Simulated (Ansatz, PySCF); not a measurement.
C3H8OSi, SMILES C1[C@H]([C@H]1O)[SiH3]. Atoms are numbered in the order given.

```xyz
13

O     -0.5523     1.6667     0.2139
C     -1.0486     0.4437     0.6680
C     -1.4476    -0.6047    -0.3250
C     -0.1407    -0.7291     0.4508
Si     1.5019    -0.4537    -0.4131
H     -1.2921     2.1774    -0.1412
H     -1.6007     0.4890     1.6195
H     -2.2682    -1.2845    -0.0741
H     -1.3794    -0.3346    -1.3847
H     -0.1330    -1.4788     1.2520
H      2.1640    -1.7803    -0.6186
H      1.3045     0.1777    -1.7506
H      2.4185     0.3939     0.4065
```
Charge 0, spin multiplicity 1.

Coordinates come from a r2SCAN-D4/def2-SVP optimisation. The structure was generated by enumeration; whether it is a known compound was not checked. Other conformers were not sampled.

Vertical ionisation energy (IE) and electron affinity (EA) in eV. Rows of orbital energies are one-electron estimates. Where ΔSCF, EOM or ADC give a negative EA the extra electron is unbound and the value depends on the basis.

```
level                                                                   IE     EA
--------------------------------------------------------------------  ----  -----
−ε(HOMO), −ε(LUMO), CAM-B3LYP/def2-TZVP (PySCF)                       9.11  -1.78
−ε(HOMO), −ε(LUMO), PBE/def2-TZVP (PySCF)                             6.25  -0.08
ΔSCF, PBE0/def2-TZVPD (Ansatz), final states of multiplicity 2 and 2  9.76  -0.99
ΔSCF, PBE/def2-TZVPD (Ansatz), final states of multiplicity 2 and 2   9.37  -0.83
```

### Question
What vertical singlet–triplet gap does ΔSCF give with PBE0/def2-TZVPD (Ansatz, an electronic-structure program) and with PBE/def2-TZVPD (Ansatz)? (The exact figures need the calculation; the answer reports its results.)

### Answer
6.43 and 5.96 eV (triplet above singlet where positive).
